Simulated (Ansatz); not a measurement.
Basis-set extrapolation for `C/C(O)=N\[SiH3]` (PBE0-D4/def2-TZVP geometry, frozen core, Ansatz 0.2.0). Multiplicity 1, RHF reference.

```json
{"": "HF", "def2-TZVPP": "-498.177372", "def2-QZVPP": "-498.196309"}
{"": "MP2 correlation", "def2-TZVPP": "-0.896308", "def2-QZVPP": "-0.960533"}
{"": "CCSD(T) correlation", "def2-TZVPP": "-0.974101", "def2-QZVPP": "not run"}
```

Energies in hartree. Use E(X) = E(∞) + A·exp(−7.88·√X) for Hartree–Fock and E(X) = E(∞) + B·X^(−2.97) for correlation, with X = 3 and 4, and add CCSD(T) minus MP2 of the smaller set to the MP2 limit.

Task: What is the CCSD(T) energy at the basis-set limit?

Result: HF limit: -498.196309 + (-0.018937) × 0.13774 = -498.19892. MP2 limit: -0.960533 + (-0.064225) × 0.74074 = -1.00811. Higher-order term: -0.974101 − (-0.896308) = -0.07779. Total: -499.28482 hartree, 3.63 eV below CCSD(T)/def2-TZVPP.
